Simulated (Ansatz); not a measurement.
Relaxation of CH5BFNS (10 atoms, charge 0, multiplicity 1), to a largest force component of 0.02 eV/Å in at most 50 steps.

Method: Ansatz, RKS PBE0-D4/def2-SVP.

```xyz
10
Properties=species:S:1:pos:R:3
B 0.276 1.237 1.041
N -0.499 -0.059 0.850
C -0.103 -0.723 -0.398
F -0.367 -2.046 -0.335
S -0.884 0.028 -1.845
H 0.930 1.476 1.962
H 0.083 2.161 0.260
H -0.167 -0.641 1.649
H -1.408 -0.060 0.343
H -0.226 -0.818 -2.710
```

Where does it end, and by what steps?

It converged. After 18 steps the energy has fallen by 4.597 eV; H10 moved furthest, 1.14 Å. Joined: B1–C3.

| step | energy less start (eV) | largest force component (eV/Å) | accepted |
| --- | --- | --- | --- |
| 0 | 0.0000 | 5.715 | yes |
| 1 | -1.5908 | 1.818 | yes |
| 2 | -2.2518 | 1.007 | yes |
| 3 | -2.8655 | 1.414 | yes |
| 4 | -3.5483 | 2.294 | yes |
| 5 | -3.9817 | 2.744 | yes |
| 6 | -4.1757 | 1.991 | yes |
| 7 | -4.3123 | 1.552 | yes |
| 8 | -4.3947 | 0.728 | yes |
| 9 | -4.4285 | 0.811 | yes |
| 10 | -4.4833 | 0.578 | yes |
| 11 | -4.5341 | 0.375 | yes |
| 12 | -4.5471 | 0.352 | yes |
| 13 | -4.5759 | 0.481 | yes |
| 14 | -4.5910 | 0.173 | yes |
| 15 | -4.5956 | 0.063 | yes |
| 16 | -4.5961 | 0.054 | yes |
| 17 | -4.5965 | 0.025 | yes |
| 18 | -4.5965 | 0.014 | yes |

```xyz
10
Properties=species:S:1:pos:R:3
B 0.407 0.834 0.472
N -0.908 -0.022 0.908
C -0.040 -0.508 -0.201
F 0.521 -1.687 0.175
S -0.899 -0.639 -1.766
H 1.277 0.758 1.304
H 0.138 1.880 -0.069
H -0.868 -0.597 1.747
H -1.851 0.261 0.652
H -0.141 0.275 -2.405
```

Time of the run: 54 s on 2 threads of Arm Neoverse V2, with other jobs on the host, peak memory 0.21 GiB.
